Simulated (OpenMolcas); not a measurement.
# neutral gold: effect of the IPEA shift

```json
{"Program": "OpenMolcas", "Basis": "ANO-RCC-VTZP [8s7p5d3f1g]", "Scalar Hamiltonian": "DKH2, point nucleus", "Active space": "11 electrons in 6 orbitals (5d 6s)", "State averaging": "2S+1 = 2 even, 6 roots", "Spin-orbit coupling": "state interaction with AMFI integrals over the reference wave functions, term energies averaged over their components"}
```

Methods on the same reference wave functions:
A. CASSCF
B. SS-CASPT2, IPEA 0 Eh, imaginary shift 0.1 Eh (closed shells correlated: 5s 5p)
C. SS-CASPT2, IPEA 0.25 Eh, imaginary shift 0.1 Eh (closed shells correlated: 5s 5p)

Energies in cm-1 above 5d10 6s 2S 1/2, the measured ground level; measured values from NIST Handbook of Basic Atomic Spectroscopic Data.

| Level | A | B | C | Measured |
| --- | --- | --- | --- | --- |
| 5d10 6s 2S 1/2 | 0.0 | 0.0 | 0.0 | 0.0 |
| 5d9 6s2 2D 5/2 | 5330 | 6780 | 6650 | 9161 |
| 5d9 6s2 2D 3/2 | 17566 | 19020 | 18890 | 21435 |

Deviations, from unrounded energies. A percentage is the sum of absolute deviations over the sum of measured energies, with the sign that they share, or ± where signs differ.

```tsv
Against measurement	Levels	A	B	C
mean absolute deviation (cm-1)	2	3900	2400	2500
other configurations (%)	2	-25.2	-15.7	-16.5
```

B lies closest to measurement on these levels and A furthest from it. The largest miss of B in the table is 5d9 6s2 2D 3/2, by -2400 cm-1. The ranking rests on the paired levels alone, and a cruder setting can come out closer through cancelling errors.

Between B and C the level of the table that moves most is 5d9 6s2 2D 5/2, by 130 cm-1 (lowest in C, highest in B). Moves below CASPT2's spread within the term are not significant.

The mean deviations of B to C differ by less than CASPT2's widest spread within a term (350 cm-1), so their order carries little weight.

The lowest spin-free term lies below A's lowest term by 0.604 hartree in B, 0.600 hartree in C.

CASPT2 breaks the degeneracy within a term, and the mean is taken; among the terms shown or strongly mixed into the levels shown the widest spread is 350 cm-1 (5d9 6s2 2D, C). A single d shell beside an s shell can misplace configurations of different d count against each other. Without dynamic correlation excited terms often stand tens of per cent too high (terms of higher spin than the ground term too low), and those without a measured partner can miss by more than the paired ones (holds for A). Computed and measured levels are paired by configuration, term and J; levels that our copy of the source lacks, or whose pairing is in doubt (as where it misses far off the trend of its configuration), stay unpaired and out of the deviations. Levels of configurations outside the active space are missing.
